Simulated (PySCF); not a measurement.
## Functional dependence of a UV spectrum

Compound: H₈NPSi₂.
Structure used (PBE0-D3(BJ)/def2-SVP), in Å, numbered top down from 1:
```xyz
12
H8NPSi2 angstrom
N      1.9884    0.6319    0.7664
Si     1.2139   -0.7020   -0.0087
P     -0.4636   -0.0572   -1.4123
Si    -1.9344    0.4272    0.2288
H      1.5558    1.0554    1.5794
H      2.4803    1.3259    0.2148
H      2.2039   -1.4255   -0.8619
H      0.7061   -1.6028    1.0710
H     -0.9613   -1.3764   -1.6578
H     -3.2431    0.8558   -0.3500
H     -1.3596    1.5718    1.0037
H     -2.1726   -0.7057    1.1777
```

Linear-response calculations in the def2-SVPD basis (PySCF; singlets by full response, triplets Tamm–Dancoff, core orbitals frozen in the response; HF means time-dependent Hartree–Fock). 'Strongest' is the level of largest summed f among the singlets computed (10 roots, of which the last may lack a degenerate partner); it can jump between rows when another state enters that window. S1 is the lowest singlet of each run and needn't be the same state throughout; f(S1) is that of one state. One conformer (not necessarily the lowest) at the PBE0-D3(BJ)/def2-SVP geometry, without solvent, vibrations or thermal averaging.

```csv
functional,kind,S1 (eV),f(S1),strongest (eV),T1 (eV),HOMO (eV),gap (eV),"ionisation energy, ΔSCF (eV)"
LDA,LDA,5.04,0.001,6.03,4.84,-6.01,4.95,8.70
PBE,GGA,5.12,0.000,6.10,4.84,-5.91,5.03,8.57
B3LYP,"global hybrid, 20% exact exchange",5.55,0.000,6.69,5.18,-6.84,6.52,8.83
PBE0,"global hybrid, 25% exact exchange",5.70,0.000,6.88,5.21,-7.06,6.96,8.85
BHandHLYP,"global hybrid, 50% exact exchange",6.08,0.002,7.63,5.41,-8.04,8.65,8.95
CAM-B3LYP,range-separated hybrid,5.91,0.001,7.39,5.34,-8.30,9.05,9.01
wB97X-D,range-separated hybrid,5.99,0.001,7.34,5.47,-8.85,10.42,9.01
LC-wPBE,range-separated hybrid,6.27,0.007,7.76,5.43,-9.61,11.44,9.15
HF,Hartree–Fock,6.62,0.019,8.50,5.40,-9.57,11.85,not settled
```

S1 runs from 5.04 eV (LDA) to 6.62 eV (HF), a spread of 1.57 eV, while the orbital gap spreads over 6.9 eV. Along PBE (0%), B3LYP (20%), PBE0 (25%), BHandHLYP (50%), HF (100%) S1 rises with the share of exact exchange. −ε(HOMO) comes closest to its own ΔSCF ionisation energy with wB97X-D (-0.16 eV) and misses most with LDA (-2.69 eV). 'Not settled' means that the ion's SCF failed to converge or may have ended in another state than the lowest.

Without π bonds the low states are Rydberg-like; a valence basis with one diffuse set may place them up to an eV too high.
